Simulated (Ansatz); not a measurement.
Reaction (atomization): `[SiH3][CH]1[O][GeH2]1` → C• + Ge• + 6 H• + O• + Si•

Computed with Ansatz on PBE0-D4/def2-TZVP structures; ΔE is electronic, products minus reactants. CCSD(T)/CBS adds triple-zeta CCSD(T) − MP2 to the extrapolated MP2 energy (def2 sets, frozen cores). This one scheme is used for every species, atoms too. DFT in def2-TZVPP. B3LYP here is the variant with VWN-RPA as its local correlation; programs differ in this. Open shells (•) are unrestricted, without spin–orbit coupling. Spin–orbit coupling would lower the free atoms: a little for C, O, Si; clearly for Ge. Bonds to Ge are less sure, by a few kJ/mol each and by 10 to 20 or more in all where they break to atoms, as the def2 sets lack core-valence functions. Scalar relativity is left out up to krypton.

```tsv
level	ΔE (kJ/mol)
ωB97X-V	3173.8
B3LYP	3101.2
HF/def2-TZVPP	2200.6
SCS-MP2/def2-TZVPP	3112.6
```

Problem. What does CCSD(T)/CBS give? (Best estimate.)

Solution. Computed: +3169.7 kJ/mol. The listed levels differ from it by 4.1, -68.5, -969.1, -57.1 kJ/mol.

Largest T1 diagnostic among the species: 0.014.

From PBE to PBE0 (25 % exact exchange), in def2-TZVPP and without D4, ΔE moves by −54.8 kJ/mol: exact exchange takes away binding that semilocal exchange gives to molecules. In def2-TZVPP, CCSD(T) changes the Hartree–Fock value by +884.7 kJ/mol (the triples alone add +54.1 kJ/mol) and MP2 by +912.4 kJ/mol; breaking electron pairs costs correlation energy, which Hartree–Fock lacks.

For atomizations the MP2-based limit and the directly extrapolated one differ by several kJ/mol either way, and by 10 to 25 for some Ge, Se and Sn compounds, so smaller differences from it don't rank the levels.
